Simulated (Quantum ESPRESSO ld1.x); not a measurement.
Species: Ga I. Configuration: [Ar] 3d10 4s1.5 4p1.5 (fractional occupations, a model configuration). Calculated with ld1.x of Quantum ESPRESSO 7.5: Dirac Kohn-Sham, PW91, spin-unpolarised, spherical densities, point nucleus; open shells fill j = l - 1/2 first.

Unscreened Slater integrals over Kohn-Sham orbitals (cm^-1). Large and small components are both included. Empty in this configuration: 4p3/2.

integral          value
F0(4p1/2,4p1/2)   61288
F0(4p1/2,4s1/2)   70637
G1(4p1/2,4s1/2)   42951
F0(4p1/2,3d5/2)   82245
G3(4p1/2,3d5/2)  4466.5
F0(4p1/2,3d3/2)   82285
G1(4p1/2,3d3/2)  5432.0
F0(4p1/2,4p3/2)   60680
G2(4p1/2,4p3/2)   30234
F0(4s1/2,4s1/2)   85835
F0(4s1/2,3d5/2)  110360
G2(4s1/2,3d5/2)   11142
F0(4s1/2,3d3/2)  110440
G2(4s1/2,3d3/2)   10958
F0(4s1/2,4p3/2)   69707
G1(4s1/2,4p3/2)   41751
F0(3d5/2,3d5/2)  252830
F2(3d5/2,3d5/2)  115990
F4(3d5/2,3d5/2)   71984
F0(3d5/2,3d3/2)  253780
F2(3d5/2,3d3/2)  116440
G2(3d5/2,3d3/2)  116290
G4(3d5/2,3d3/2)   72178
F0(3d5/2,4p3/2)   80742
F2(3d5/2,4p3/2)   13413
G1(3d5/2,4p3/2)  5206.9
G3(3d5/2,4p3/2)  4224.9
F0(3d3/2,3d3/2)  254740
F2(3d3/2,3d3/2)  116900
F0(3d3/2,4p3/2)   80780
F2(3d3/2,4p3/2)   13295
G1(3d3/2,4p3/2)  5099.3
G3(3d3/2,4p3/2)  4154.2
F0(4p3/2,4p3/2)   60091
F2(4p3/2,4p3/2)   29948
